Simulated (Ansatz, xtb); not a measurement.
Pulling on the C2–H6 bond in CH6Ge (SMILES [CH3][GeH3]) (multiplicity 1 held, fragments rigid). Energies count from the point at 1.090 Å.
Geometry at that point (charge 0, multiplicity 1):
```xyz
8

Ge    -0.388     0.046    -0.009
C      1.563    -0.187     0.034
H     -1.014    -0.866    -1.081
H     -0.746     1.508    -0.338
H     -1.001    -0.312     1.359
H      1.813    -1.221     0.268
H      2.003     0.459     0.793
H      1.994     0.067    -0.934
```

Unrestricted levels (U-) break spin symmetry where that is lower. Active spaces are followed from a long bond inwards. Levels need not reach the same state.

Frozen-core correlation. Filled d and f shells under p-block atoms count as core.

The values were computed with Ansatz (a program for electronic structure); xtb for the GFN methods.  The GFN methods have no spin term and hold the electronic entropy of 300 K.

Energies in kJ/mol.

```tsv
R (Å)	GFN2-xTB	U-MP2/cc-pVDZ	CASSCF(2,2)/cc-pVDZ	SC-NEVPT2 on CASSCF(2,2)/cc-pVDZ	FIC-MRCISD+Q on CASSCF(2,2)/cc-pVDZ
0.872	117	141	145	145	143
0.981	22	31	34	33	32
1.090	0	0	0	0	0
1.199	15	13	9	10	11
1.307	48	49	39	43	45
1.471	110	121	102	110	114
1.634	175	200	168	181	185
1.907	276	360	263	285	290
2.179	359	422	332	360	365
2.506	434	450	381	416	419
2.942	497	461	409	448	451
3.487	536	464	419	460	462
```

Doubts at one or more of the structures used: a spin-contaminated determinant (U-MP2/cc-pVDZ).
